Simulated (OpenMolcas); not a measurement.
# Ru+: Racah parameters, worked from levels

```json
{
  "Program": "OpenMolcas",
  "Basis": "ANO-RCC-VTZP [7s6p4d2f1g]",
  "Scalar Hamiltonian": "DKH2, point nucleus",
  "Active space": "7 electrons in 6 orbitals (4d 5s)",
  "State averaging": "2S+1 = 6 even, 6 roots; 2S+1 = 4 even, 50 roots; 2S+1 = 2 even, 105 roots",
  "Spin-orbit coupling": "RASSI with atomic mean-field integrals over the reference wave functions, term energies averaged over their components"
}
```

Methods: CASSCF; MS-CASPT2, IPEA 0.25 Eh, imaginary shift 0.1 Eh (closed shells correlated: 4s 4p).

**Racah parameters.** Above 4F, d7 has 4P at 15B, 2G at 4B + 3C and 2H at 9B + 3C. The first two fix B and C, and the third tests them; where it misses by thousands of cm-1, two parameters do not describe the configuration (Trees and configuration-interaction terms are left out) and B and C hang on the terms chosen. Term energies are centres of gravity, weighted by 2J + 1.

```json
{"Source": "CASSCF", "4P": "9695", "2G": "10877", "B": "646", "C": "2764", "C/B": "4.28", "2H from B, C": "14106", "2H found": "15705"}
{"Source": "MS-CASPT2", "4P": "6071", "2G": "10096", "B": "405", "C": "2826", "C/B": "6.98", "2H from B, C": "12123", "2H found": "14385"}
```

Energies in cm-1. From CASSCF to MS-CASPT2, B changes by -37.3 % and C by +2.2 %.

CASPT2 does not keep the components of a term degenerate, so their means are used; among the terms shown or strongly mixed into the levels shown the widest spread is 1500 cm-1 (4d7 4F, MS-CASPT2). Configurations are named by rounded mean occupations; where the s occupation lies near a half they are strongly mixed, a name can repeat and a true partner stay unpaired. Without dynamic correlation excited terms often stand tens of per cent too high (terms of higher spin than the ground term too low), and those without a measured partner can miss by more than the paired ones (holds for CASSCF). The lowest computed level is not the ground level that NIST lists (4F9/2) (holds for CASSCF). Blocks of more than 70 roots (2S+1 = 2 even) ran without multistate coupling (holds for MS-CASPT2). Levels of configurations outside the active space are missing.
